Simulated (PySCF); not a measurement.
Species: C9H14BN.
InChI=1S/C9H14BN/c1-2-7-11(8-3-1)10-9-5-4-6-9/h1-3,7-9H,4-6,10H2

The calculation used TDDFT wB97X-D/def2-SVPD, vertical, gas phase, core orbitals frozen in the response in PySCF. One conformer (not necessarily the lowest) at the PBE0-D3(BJ)/def2-SVP geometry, without solvent, vibrations or thermal averaging. Torsions of this conformer, `[BH2-:1]([CH:2]1[CH2:3][CH2:4][CH2:5]1)[n+:6]1[cH:7][cH:8][cH:9][cH:10][cH:11]1`: N6–B1–C2–C3 -173°, C2–B1–N6–C7 90°.

```csv
state,E (eV),λ (nm),ν̃ (cm⁻¹),f,"main configurations (H = HOMO, L = LUMO)"
S1,4.58,270.8,36920,0.138,H→L (95%)
S2,4.90,253.1,39510,0.015,H-1→L (91%)
S3,5.09,243.6,41050,0.0050,"H→L+1 (72%), H-4→L (19%)"
S4,5.70,217.4,45990,0.033,"H-1→L+1 (56%), H-4→L (20%), H→L+1 (14%)"
S5,5.81,213.4,46860,0.061,"H-1→L+1 (35%), H-4→L (29%), H-2→L (14%)"
S6,5.92,209.4,47760,0.019,"H-2→L (55%), H-4→L (15%), H-5→L (14%)"
S7,6.44,192.6,51910,0.0013,"H-3→L (52%), H-4→L+1 (11%), H-2→L (9%)"
S8,6.50,190.8,52420,0.0033,"H-3→L (33%), H-5→L (19%), H-4→L+1 (19%)"
S9,6.66,186.1,53740,0.040,"H-2→L+1 (58%), H-5→L+1 (14%)"
S10,6.75,183.7,54430,0.067,"H-4→L+1 (34%), H-5→L (16%), H-9→L (14%)"
```

Triplets, Tamm–Dancoff:

```json
{"state": "T1", "E (eV)": "3.90", "λ (nm)": "317.8", "main configurations (H = HOMO, L = LUMO)": "H→L (67%), H-6→L (10%), H-4→L+1 (9%)"}
{"state": "T2", "E (eV)": "4.44", "λ (nm)": "279.3", "main configurations (H = HOMO, L = LUMO)": "H-4→L (84%)"}
{"state": "T3", "E (eV)": "4.67", "λ (nm)": "265.6", "main configurations (H = HOMO, L = LUMO)": "H-4→L+1 (75%), H→L (16%)"}
{"state": "T4", "E (eV)": "4.86", "λ (nm)": "254.9", "main configurations (H = HOMO, L = LUMO)": "H-1→L (82%)"}
```

The lowest singlet lies at 4.58 eV (271 nm, ultraviolet) and is of moderate strength; its leading configuration is HOMO→LUMO (95%). The lowest level is also the most intense of those listed (f = 0.138). Löwdin shares by element: HOMO carbon 44% or more, boron 22% (atoms not listed hold the other 34%); LUMO carbon 47% or more, nitrogen 21% (atoms not listed hold the other 32%). The listed states span 2.17 eV, and the widest gap between neighbours is 0.61 eV (S3 to S4). Of the 10 states listed, 7 reach f = 0.01 and none stays under 0.0005. Orbital energies (eV): HOMO-3 -10.02, HOMO-2 -9.66, HOMO-1 -9.11, HOMO -8.49, LUMO -0.31, LUMO+1 0.37, LUMO+2 1.88. Only the lowest 10 singlets were computed, as vertical energies without vibronic structure.
